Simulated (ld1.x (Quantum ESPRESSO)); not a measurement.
Li RRKJ: all-electron and pseudo phase curves

lithium, norm-conserving RRKJ (Kleinman–Bylander form), made with ld1.x (Quantum ESPRESSO) 7.5 (PBE, non-relativistic). Core none, reference 1s2 2s0.75 2p0.25. Waves: 2p (bound): rc 4.20 bohr; 3d channel at 0.35 Ry: rc 4.45 bohr; 1s (bound): rc 0.65 bohr. Local part: the s channel. Core correction: none.

Occupied shells without a wave of their own: 2s. They enter only through the test configuration that unscreens the potential.

The phase is arctan(r·u′/u) with u = r·R(r), unwrapped; energies in Ry, scanned from -6 to 5 Ry. A pole is an energy at which the radial function vanishes at the test radius. The pseudo phase is shifted by a multiple of π to meet the all-electron one at the reference energy, and phase errors are pseudo minus all-electron; the curves can meet again beyond the range given. Levels narrower than the energy grid can be missing from the lists of poles.

```
channel  radius (bohr)  reference energy (Ry)  poles, all-electron      poles, pseudo  unbroken range about the reference energy with phases within 0.05 rad  phase error 1 Ry above the reference energy (rad)
      s           4.87                  -3.84    -0.01, 1.63, 4.25  -0.01, 1.64, 4.27                                                              below 2.7                                             +0.000
      p           4.87                  -0.09     0.17, 1.54, 3.82         0.18, 1.98                                                              below 0.5                                             +0.512
      d           4.87                   0.35           0.90, 2.82         0.91, 3.86                                                              below 1.4                                             +0.040
```

Phases in the p channel:

| E (Ry) | all-electron | pseudo |
| --- | --- | --- |
| -6.00 | 1.486 | 1.486 |
| -5.48 | 1.482 | 1.482 |
| -4.96 | 1.477 | 1.477 |
| -4.44 | 1.472 | 1.472 |
| -3.92 | 1.465 | 1.465 |
| -3.40 | 1.457 | 1.457 |
| -2.88 | 1.447 | 1.446 |
| -2.36 | 1.433 | 1.433 |
| -1.84 | 1.413 | 1.413 |
| -1.32 | 1.380 | 1.380 |
| -0.80 | 1.313 | 1.313 |
| -0.28 | 0.968 | 0.969 |
| 0.24 | -1.642 | -1.635 |
| 0.76 | -3.190 | -2.520 |
| 1.28 | -4.626 | -4.515 |
| 1.80 | -4.781 | -4.682 |
| 2.32 | -5.063 | -4.759 |
| 2.84 | -7.559 | -4.839 |
| 3.36 | -7.788 | -5.033 |
| 3.88 | -7.861 | -6.979 |
| 4.40 | -7.926 | -7.666 |
| 4.92 | -8.076 | -7.772 |
